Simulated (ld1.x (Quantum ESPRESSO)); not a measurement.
# Configuration tests for Ag (Z = 47) (TM)

* Element: Ag
* Generator: ld1.x (Quantum ESPRESSO) 7.5
* Type: norm-conserving Troullier–Martins (Kleinman–Bylander form)
* Functional: PW91
* Relativity: scalar-relativistic
* Frozen core: [Kr]
* Valence charge: 11
* Reference configuration: 4d10 5s1 5p0
* Partial waves: 5p (bound, empty): rc 4.00 bohr; 4d (bound): rc 1.30 bohr; 5s (bound): rc 2.60 bohr
* Local potential: the s channel
* Core correction: Bessel-smoothed model core inside 0.92 bohr

Energies are relative to the spin-unpolarised reference configuration 4d10 5s1 5p0; without spin polarisation the order of configurations can differ from experiment.

```tsv
valence configuration	charge	ΔE all-electron (eV)	error AE − PS (meV)
4d10 5s0 5p0	+1	7.825	-13
4d9 5s0 5p0	+2	30.019	-143
4d10 5s0 5p1	0	3.904	-0.1
4d7 5s0 5p0	+4	118.095	-2015
4d9 5s1 5p1	0	8.599	-126
```

Question: What are ΔE and the potential's error for 4d9 5s2 5p0?

Answer: ΔE = 4.072 eV all-electron; the error (AE − PS) is -143 meV.

Question: What are ΔE and the potential's error for 4d8 5s0 5p0?

Answer: ΔE = 66.295 eV all-electron; the error (AE − PS) is -747 meV.

Levels in the configuration 4d7 5s0 5p0:

| level | all-electron (eV) | pseudo (eV) |
| --- | --- | --- |
| 4d | -59.993 | -61.625 |
